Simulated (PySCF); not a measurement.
Species: C₄H₅FO₃Si.
Numbering: `[O:1]=[CH:2][C:3]1=[C:4]([O:5][SiH2:6][OH:7])[C@@H:8]1[F:9]` (hydrogens: H10 on C2; H11, H12 on Si6; H13 on O7; H14 on C8)

Method: TDDFT CAM-B3LYP/def2-SVPD, vertical, gas phase, core orbitals frozen in the response in PySCF. The structure is a single GFN2-xTB conformer in the gas phase; no vibrational or solvent corrections. Torsions of this conformer, `[O:1]=[CH:2][C:3]1=[C:4]([O:5][SiH2:6][OH:7])[C@@H:8]1[F:9]`: O1–C2–C3–C4 -9°, C3–C4–O5–Si6 2°, C4–O5–Si6–O7 11°, H–O7–Si6–O5 -24°.

Frontier orbitals with the atoms that hold most of them (Löwdin shares over 4%, at most four atoms; ? is withheld):

| orbital | ε (eV) | atoms |
| --- | --- | --- |
| HOMO-3 | -10.79 | O1 20%, O5 18%, O7 12%, F9 12% |
| HOMO-2 | -10.66 | O7 46%, Si6 20%, H12 13%, H11 10% |
| HOMO-1 | -9.86 | O1 41%, C2 12%, C3 9%, C8 9% |
| HOMO | -9.36 | ? |
| LUMO | ? | ? |
| LUMO+1 | 0.83 | Si6 30%, C4 12%, O5 10%, C3 8% |
| LUMO+2 | 1.23 | Si6 40%, O7 19%, H12 11%, H11 11% |

(1) Which atoms hold the LUMO, and with what shares?

(2) Which atoms hold the HOMO, and with what shares?

(3) What is the LUMO energy, and the HOMO–LUMO gap?

## Answers

(1) C2 (bonded to C, O and H) 28%; O1 (bonded to C) 23%; C4 (bonded to 2 C and O) 18%; C3 (bonded to 3 C) 12%. By element: carbon 58% or more, oxygen 23% or more.

(2) C3 (bonded to 3 C) 29%; O5 (bonded to C and Si) 16%; C4 (bonded to 2 C and O) 15%; O1 (bonded to C) 13%. By element: carbon 44% or more, oxygen 29% or more.

(3) ε(LUMO) = -1.45 eV; the gap is 7.91 eV (0.2908 hartree).

Question: The HOMO–LUMO gap is 7.91 eV. Where does the response calculation put the lowest singlet, and from which orbitals?

Answer: S1 is at 4.06 eV (f = 0.0016), 3.85 eV below the gap, made of HOMO-1→LUMO (87%). Its leading pair isn't HOMO and LUMO; the energies of that pair differ by 8.41 eV. 

Question: Give energy, strength and leading configuration of S1, S2, S5 and S6, and follow the Löwdin shares of the leading atoms from the occupied to the empty orbital.

Answer: 
- S1 (4.06 eV, f 0.0016), HOMO-1→LUMO (87%): O1 41% → 23%, C2 12% → 28%
- S2 (5.06 eV, f 0.224), HOMO→LUMO (88%): C3 29% → 12%, O5 16% → at most 13%, C2 at most 13% → 28%, O1 13% → 23%
- S5 (6.56 eV, f 0.021), HOMO-2→LUMO (97%): O7 46% → at most 13%, Si6 20% → at most 13%, C2 at most 11% → 28%, O1 at most 11% → 23%
- S6 (7.18 eV, f 0.021), HOMO→LUMO+1 (92%): C3 29% → 8%, O5 16% → 10%, Si6 at most 13% → 30%, C4 15% → 12%
